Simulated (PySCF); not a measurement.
Fill in the blanks.

Compound: C7H13 (doublet state).
InChI=1S/C7H13/c1-3-5-7-6-4-2/h5H,3-4,6H2,1-2H3

Conformer (atom-mapped SMILES and torsion angles): `[CH3:1][CH2:2]/[CH:3]=[C:4]\[CH2:5][CH2:6][CH3:7]`: C1–C2–C3–C4 120°, C3–C4–C5–C6 144°, C4–C5–C6–C7 63°.

```csv
property,level,value
point group of the GFN2-xTB geometry,GFN2-xTB,?
"rotational constants A, B, C of the GFN2-xTB geometry",GFN2-xTB,"8.289, 0.945, 0.914 GHz"
isotropic g value,"unrestricted B3LYP/pcH-1, mean-field spin–orbit",2.00224
spin squared ⟨S²⟩,unrestricted B3LYP/pcH-1,?
largest isotropic hyperfine couplings (means over sets of like nuclei),unrestricted B3LYP/pcH-1,?
```

The electronic properties come from PySCF, for the isolated species, density fitting. One conformer (not necessarily the lowest) at the GFN2-xTB geometry, without solvent or vibrations. Hyperfine couplings depend on the geometry, which wasn't re-optimised at a DFT level. Couplings of like nuclei are plain means over topologically equivalent atoms, as if these changed places fast (by rotation of a methyl-like group, say); in this geometry the members of some sets differ.

The largest isotropic hyperfine couplings (means over sets of like nuclei)?

13C +258.3, 1H +112.5, 13C +74.2, 1H +61.4 (×2), 13C +34.6 MHz.

The spin squared ⟨S²⟩?

0.758.

What is the point group of the GFN2-xTB geometry?

C1.

The rotational constants make it an asymmetric top with κ = (2B − A − C)/(A − C) = -0.99, nearer the prolate limit (−1). g_iso is shifted by about -80 ppm from the free-electron value 2.002319. At 9.50 GHz, hν = g·μB·B₀ (B₀ the magnetic field) puts the centre of the isotropic spectrum, to first order, at 339.0 mT. With B = h/(8π²I), that is 505.379 GHz u Å² over I, the principal moments of inertia are 61.0, 534.8 and 553.0 u Å² (most abundant isotopes); the inertial defect Ic − Ia − Ib is -42.8 u Å² (zero for a rigid planar frame, negative otherwise). ⟨S²⟩ is 0.008 above the pure-spin value S(S + 1) = 0.75.

For the EPR job (B3LYP), the run took 1.7 min (grids of density and orbitals included) on one thread, Arm Neoverse V1 (aarch64) (shared host), and the process peaked at 1.1 GiB of memory.
